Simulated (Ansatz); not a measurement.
Reaction (ligand exchange at the Se–C bond): `F[SiH2]OC[SeH]` + `OPO` → `OP(O)[SeH]` + `CO[SiH2]F`

Isolated molecules relaxed with PBE0-D4/def2-TZVP in Ansatz; ΔE leaves out vibrations. CBS: MP2 limit from def2 TZ/QZ plus the TZ coupled-cluster correction, frozen cores. DFT in def2-TZVPP. For Se outer-core shells are correlated without core-valence functions, which leaves a few kJ/mol of doubt a bond. Scalar relativity is left out up to krypton. One conformer a species, not always the lowest.

```csv
level,ΔE (kJ/mol),difference from CCSD(T)/CBS
LDA (SPW92),-73.6,-6.4
PBE-D4,-74.6,-7.4
revPBE-D4,-73.7,-6.5
B97M-V,-75.4,-8.2
PBE0-D4,-72.1,-4.9
r2SCAN0-D4,-74.9,-7.7
CAM-B3LYP-D4,-66.8,0.4
PBE-QIDH,-68.5,-1.3
r2SCAN,-78.0,-10.8
PBE0,-73.2,-6.0
RPA@PBE/def2-TZVPP,-55.8,11.4
HF/def2-SVP,-58.4,8.8
CCSD(T)/def2-SVP,-57.8,9.4
MP2/def2-TZVPP,-64.0,3.2
CCSD/def2-TZVPP,-59.8,7.4
MP2/CBS(def2),-70.3,-3.1
CCSD(T)/CBS,-67.2,0
```

Largest T1 diagnostic among the species: 0.013.

Leaving LDA and LC-ωPBE aside and taking each functional with its dispersion term where it has one, the values, not all of them listed here, spread over 13.6 kJ/mol, from r2SCAN-D4 to ωB97X-V. From BLYP to BHLYP (50 % exact exchange), in def2-TZVPP and without D4, ΔE moves by +5.5 kJ/mol.
